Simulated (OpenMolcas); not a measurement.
**neutral chromium: effect of the IPEA shift**

```yaml
Program: OpenMolcas 26.06
Basis: ANO-RCC-VTZP [6s5p3d2f1g]
Scalar_Hamiltonian: DKH2, point nucleus
Active_space: 6 electrons in 6 orbitals (3d 4s)
State_averaging: 2S+1 = 7 even, 1 root; 2S+1 = 5 even, 23 roots kept (CI in the orbitals of an earlier block); 2S+1 = 3 even, 9 roots kept (CI in the orbitals of an earlier block)
Spin-orbit_coupling: state interaction with AMFI integrals over the reference wave functions, term energies averaged over their components
```

Methods on the same reference wave functions:
A. CASSCF
B. MS-CASPT2, IPEA 0 Eh, imaginary shift 0.1 Eh (closed shells correlated: 3s 3p)
C. MS-CASPT2, IPEA 0.25 Eh, imaginary shift 0.1 Eh (closed shells correlated: 3s 3p)

Energies in cm-1 above 3d5 4s 7S3, the measured ground level; measured values from NIST Handbook of Basic Atomic Spectroscopic Data.

| Level | A | B | C | Measured |
| --- | --- | --- | --- | --- |
| 3d5 4s 7S3 | 0.0 | 0.0 | 0.0 | 0.0 |
| 3d5 4s 5S2 | 11284 | 5310 | 6920 | 7593 |
| 3d4 4s2 5D0 | 24555 | 5630 | 5750 | 7751 |
| 3d4 4s2 5D1 | 24605 | 5680 | 5800 | 7811 |
| 3d4 4s2 5D2 | 24703 | 5780 | 5910 | 7927 |
| 3d4 4s2 5D3 | 24851 | 5930 | 6060 | 8095 |
| 3d4 4s2 5D4 | 25048 | 6130 | 6260 | 8308 |
| 3d5 4s 5G4 | 27262 | 23540 | 23410 | 20524 |
| 3d5 4s 5G5 | 27262 | 23540 | 23410 | 20524 |
| 3d5 4s 5G3 | 27262 | 23540 | 23410 | 20521 |
| 3d5 4s 5G6 | 27262 | 23540 | 23410 | 20520 |
| 3d5 4s 5G2 | 27262 | 23540 | 23410 | 20517 |

Deviations, from unrounded energies. A percentage is the sum of absolute deviations over the sum of measured energies, with the sign that they share, or ± where signs differ.

```tsv
Against measurement	Levels	A	B	C
mean absolute deviation (cm-1)	11	11000	2600	2300
other terms of the ground configuration (%)	6	+33.9	±15.8	±13.7
other configurations (%)	5	+210.2	-26.9	-25.3
```

C lies closest to measurement on these levels and A furthest from it. The largest miss of C in the table is 3d5 4s 5G2, by +2900 cm-1. The ranking rests on the paired levels alone, and a cruder setting can come out closer through cancelling errors.

Between B and C the level of the table that moves most is 3d5 4s 5S2, by 1600 cm-1 (lowest in B, highest in C). Moves below CASPT2's spread within the term are not significant.

The mean deviations of B to C differ by less than CASPT2's widest spread within a term (580 cm-1), so their order carries little weight.

From A to B the spin-free energies of the other terms of 3d5 4s shown, above 7S, scale by factors of 0.47 to 0.86.

The lowest spin-free term lies below A's lowest term by 0.501 hartree in B, 0.477 hartree in C.

CASPT2 breaks the degeneracy within a term, and the mean is taken; among the terms shown or strongly mixed into the levels shown the widest spread is 580 cm-1 (3d5 4s 5G, C). Over all roots computed the reference weight is 0.82 to 0.88 in B, 0.84 to 0.90 in C; the roots of lowest weight are the least certain, and an intruder state may touch them. Terms from blocks run as CI alone lack orbitals of their own. A single d shell beside an s shell can misplace configurations of different d count against each other. Without dynamic correlation excited terms often stand tens of per cent too high (terms of higher spin than the ground term too low), and those without a measured partner can miss by more than the paired ones (holds for A). Some terms miss by over 15 % even with CASPT2, which points to a basis or an active space too small for the shells correlated (holds for B). Measured partners are found by configuration, term and J. A level has none where our copy of the source lacks it or the pairing is in doubt (some pairs that miss far off the trend of their configuration count as doubtful), and it then counts in no deviation. Only configurations of the active space appear. The table leaves out levels that lie high or whose names do not pair safely across all columns.
